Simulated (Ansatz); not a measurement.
`[F][Ge]([F])([Cl])[Cl]` + H–F → `[F][Ge]([F])([F])[Cl]` + HCl  (ligand exchange at a Ge–Cl bond)

Calculated with Ansatz (gas phase, PBE0-D4/def2-TZVP geometries, no zero-point term in ΔE). CBS: MP2 limit from def2 TZ/QZ plus the TZ coupled-cluster correction, frozen cores. This one scheme is used for every species. DFT in def2-TZVPP. For Ge outer-core shells are correlated without core-valence functions, which leaves a few kJ/mol of doubt a bond. Scalar relativity is left out up to krypton.

`[F][Ge]([F])([Cl])[Cl]`:

```xyz
5

F     1.680   -0.002   -0.439
Ge    0.037   -0.033    0.015
F    -0.139   -1.359    1.072
Cl   -1.147   -0.342   -1.687
Cl   -0.431    1.736    1.040
```

H–F:

Z-matrix (Å, degrees):
```
F
H 1 0.920
```

`[F][Ge]([F])([F])[Cl]`:

```xyz
5

F    -1.583   -0.335    0.573
Ge   -0.029   -0.019   -0.034
F     0.606   -1.484   -0.614
F    -0.196    1.030   -1.359
Cl    1.202    0.808    1.434
```

HCl:

Cartesian coordinates in Å:
```
Cl -0.633 0.088 -0.020
H 0.633 -0.088 0.020
```

(1) Is it downhill or uphill in electronic energy at CCSD(T)/CBS, and by how much? (Best estimate.)

(2) What do these levels give: B2PLYP, PBE-QIDH, BLYP, BHLYP, HF/def2-TZVPP, HF/CBS(def2)? (An estimate is asked.)

Largest T1 diagnostic among the species: 0.012.

Results:

(1) Ansatz gave: Uphill: ΔE = +12.4 kJ/mol.

(2) Computed: B2PLYP 5.1, PBE-QIDH 11.9, BLYP 1.9, BHLYP 3.9, HF/def2-TZVPP -1.3, HF/CBS(def2) -3.9 kJ/mol.

Leaving LDA and LC-ωPBE aside and taking each functional with its dispersion term where it has one, the values, not all of them listed here, spread over 12.1 kJ/mol, from B97M-V to HSE06-D4. In def2-TZVPP, CCSD(T) changes the Hartree–Fock value by +7.3 kJ/mol (the triples alone add +1.6 kJ/mol) and MP2 by +12.2 kJ/mol. From r2SCAN to r2SCAN0 (25 % exact exchange), in def2-TZVPP and without D4, ΔE moves by +3.0 kJ/mol.
